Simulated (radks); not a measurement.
Values are calculated unless marked as measured or tabulated.
Spherical quantum dot in the effective-mass picture: electrons in a well V = -V0 / (1 + exp((r - R)/a)) with V0 = 15, R = 4.12, a = 0.29, all in effective atomic units (hartree* = m*/eps^2 hartree, bohr* = eps/m* bohr), one dielectric constant everywhere. Level of theory: non-relativistic Kohn-Sham, PBE, spin-polarised, spherical densities (a radial shooting solver with Libxc functionals). Levels are named by radial order and angular momentum (1s, 1p, 1d, 2s, ...), and open shells are averaged over m. Results are scaled to m* = 0.134 and eps = 6.3, for which hartree* = 91.87 meV and bohr* = 2.488 nm.

N = 40, configuration 1s2 1p6 1d10 2s(up 1, down 0) 1f14 1g(up 7, down 0). This is the lowest configuration that the search found. Occupied and some empty levels:

level,occupation,eigenvalue (meV),<r> (nm)
1s up,1,-178.58,6.976
1s down,1,-173.41,6.979
1p up,3,-164.96,7.179
1p down,3,-159.86,7.166
1d up,5,-140.64,7.378
1d down,5,-135.46,7.363
1f up,7,-106.99,7.561
1f down,7,-101.64,7.548
2s up,1,-68.989,4.582
1g up,7,-64.880,7.729
1g down,0,-59.376,7.719
2s down,0,-57.798,4.792
2p up,0,-23.543,5.502
2p down,0,-16.435,5.608
1h up,0,-14.998,7.885
1h down,0,-9.3497,7.878

Energy (meV): total -26989.5, kinetic 4100.7, external -52129, Hartree 22841, exchange-correlation -1801.9.
